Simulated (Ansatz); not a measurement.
Start from `O/C=N/[SiH3]` and change one atom or group to get `O/C=N/[CH2][AlH2]`.

Ansatz, PBE0-D4/def2-TZVP geometries, multiplicity 1. Each molecule was computed in one conformer, which needn't be the lowest.

| property | `O/C=N/[SiH3]` |
| --- | --- |
| HOMO–LUMO gap (B3LYP/def2-TZVPP) / eV | 7.19 |
| HOMO–LUMO gap (PBE0/def2-TZVPP) / eV | 7.67 |
| size of the dipole moment (ωB97M-V/def2-TZVPP) / D | 0.62 |
| HOMO energy (B3LYP/def2-TZVPP) / eV | -7.58 |
| HOMO–LUMO gap (ωB97M-V/def2-TZVPP) / eV | 12.25 |
| size of the dipole moment (PBE/def2-TZVPP) / D | 0.64 |

(1) What does the change do to each property? (Estimate.)

Results:

(1) The calculation gave: 
```json
{"property": "HOMO–LUMO gap (B3LYP/def2-TZVPP) / eV", "`O/C=N/[CH2][AlH2]`": "4.92", "shift": "-2.27"}
{"property": "HOMO–LUMO gap (PBE0/def2-TZVPP) / eV", "`O/C=N/[CH2][AlH2]`": "5.34", "shift": "-2.33"}
{"property": "size of the dipole moment (ωB97M-V/def2-TZVPP) / D", "`O/C=N/[CH2][AlH2]`": "0.73", "shift": "0.11"}
{"property": "HOMO energy (B3LYP/def2-TZVPP) / eV", "`O/C=N/[CH2][AlH2]`": "-6.60", "shift": "0.98"}
{"property": "HOMO–LUMO gap (ωB97M-V/def2-TZVPP) / eV", "`O/C=N/[CH2][AlH2]`": "9.11", "shift": "-3.14"}
{"property": "size of the dipole moment (PBE/def2-TZVPP) / D", "`O/C=N/[CH2][AlH2]`": "0.63", "shift": "-0.01"}
```

With PBE0 the HOMO rises by 1.01 eV and the LUMO falls by 1.33 eV, so the gap narrows by about 2.34 eV. PBE moves the HOMO by 0.79 eV and ωB97M-V by 1.15 eV. Dipoles are sizes alone; their direction can turn.

B3LYP here is the variant with VWN-RPA as its local correlation; programs differ in this.
